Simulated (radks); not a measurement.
Problem. Coherent X-ray form factor from a spherical all-electron density. Calculated with a radial shooting solver on a logarithmic mesh with Libxc functionals: Dirac Kohn-Sham, PBE, spin-unpolarised, spherical densities, finite nucleus; Fermi nuclear charge, rms radius of each element as measured or else 0.836 A^(1/3) + 0.57 fm.

sin(theta)/lambda (1/angstrom)  f0 (electrons)
0.05                                    39.589
0.1                                     38.419
0.15                                    36.655
0.2                                     34.519
0.25                                    32.231
0.3                                     29.969
0.4                                     25.950
0.5                                     22.817
0.6                                     20.433
0.8                                     16.883
1                                       13.944
1.25                                    10.824
1.5                                      8.527
2                                        6.112

The species is in the configuration that NIST lists as its ground one. Which atom or ion scatters so?

Solution. The ruthenium ion Ru4+, [Kr] 4d4. Extrapolating in s^2 from the first two rows gives f0(0) = 40.0, near the electron count 40; among species with that count, the fall with angle is slower the higher Z, and the table is that of Z = 44; from so few rows the species is fixed only to a neighbour or two.
